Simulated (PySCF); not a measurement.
MN cations for M along group 13

CCSD(T) with double-zeta basis sets in PySCF, for the lowest determinant that a PBE0 search found; no spin–orbit coupling. De refers to high-spin ground-configuration atoms (the charge goes to the atom of lower measured ionisation energy or higher electron affinity, which is not always the lowest computed limit).

| M | basis | reference, frozen orbitals | charged atom | state (unpaired electrons) | Re (Å) | ωe (cm⁻¹) | De (eV) |
| --- | --- | --- | --- | --- | --- | --- | --- |
| B | aug-pcseg-1 | UHF, 2 | B+ | quartet (σ ↑, π ↑↑) | 1.469 | 998 | 1.00 |
| Ga | pcseg-1 | UHF, 10 | Ga+ | quartet (σ ↑, π ↑↑) | 3.072 | 85.3 | 0.09 |
| In | cc-pVDZ-PP/cc-pVDZ | UHF, 5 | In+ | quartet (σ ↑, π ↑↑) | 3.199 | 80.2 | 0.09 |
| Tl | aug-cc-pVDZ-PP/aug-cc-pVDZ | UHF, 5 | Tl+ | quartet (σ ↑, π ↑↑) | 3.189 | 82.9 | n/a |

The shortest bond is that of BN⁺ (1.469 Å), the longest that of InN⁺ (3.199 Å).

The rows differ in basis set, which adds steps of its own.

Down a group the atoms grow and get heavier, so bonds lengthen and wavenumbers fall; the exceptions here are the higher wavenumber at Tl. Relativity and the filled 4f shell contract the atoms of the sixth period.

Correlated steps freeze the inner cores (2 to 10 orbitals); shallow outer-core shells are correlated. Weak bonds: GaN⁺, InN⁺. Basis-set superposition, not corrected here, can be much of De in a small basis, most of all at correlated wavefunction levels. Spin–orbit coupling is left out, which matters for elements this heavy, above all for dissociation energies. For an ion De counts to the pair picked by the measured ionisation energies or electron affinities, which need not be the lowest pair at this level. States were picked by a PBE0 search and need not be the measured ground states.
